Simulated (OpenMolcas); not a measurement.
Nd3+ with its 6 nearest fluoride ions at 2.253 Å, on the Y site of Cs2NaYF6 (a = 9.075 Å, distance in the model lattice 2.178 Å). The rest of the host is ab initio model potentials to 7.6 Å, with orthogonalisation functions on the cations behind the ligands, and point charges beyond; the distance is set by hand and nothing relaxes. Ligand basis ANO-RCC-VDZP.

```yaml
Program: OpenMolcas 26.06
Method: CASSCF
Basis: ANO-RCC-VDZP [7s6p4d2f1g]
Scalar_Hamiltonian: DKH2, point nucleus
Active_space: 3 electrons in 7 orbitals (4f)
State_averaging: 2S+1 = 4 odd, 35 roots (30 in the spin-orbit step); 2S+1 = 2 odd, 43 roots kept (CI in the orbitals of an earlier block)
Spin-orbit_coupling: state interaction with AMFI integrals over the reference wave functions
```

Problem. What is the spin-free ground state (labels of O, the rotations of Oh)?

Solution. 4A2, 1-fold in its orbital part, 100 % from free-ion I terms; it has the highest spin that f3 allows.

Problem. Where is the first state of the same spin?

Solution. 4T2 at 314 cm-1 above the ground state.

Problem. What are the lowest two levels with spin-orbit coupling?

Solution. A 4-fold level Γ8, then a 2-fold level Γ6 260.2 cm-1 above it. Their leading multiplicities are 4 (98 %) and 4 (98 %).

Problem. What is χT at 300 K, and how does it compare with the textbook value?

Solution. Hund's rules give f3 the level 4I9/2 with g = 0.727, so an isolated free-ion multiplet has χT = g² J(J+1) / 8 = 1.636 cm3 K/mol. The computed 1.431 at 300 K differs by -13 %, through the field's splitting, the mixing of terms and any other multiplet in reach.

High states are left out of the spin-orbit mixing, which shifts the levels that they would mix with. Without dynamic correlation the ligand-field splitting of an f shell can come out too small, at times by half. The first state left out of the spin-orbit step lies near 35000 cm-1 above the lowest spin-free state of the reference (among the parities and spins computed), and the lists stop at four fifths of that energy or lower. No measured value stands beside these numbers; the geometry was set by hand and not optimised.
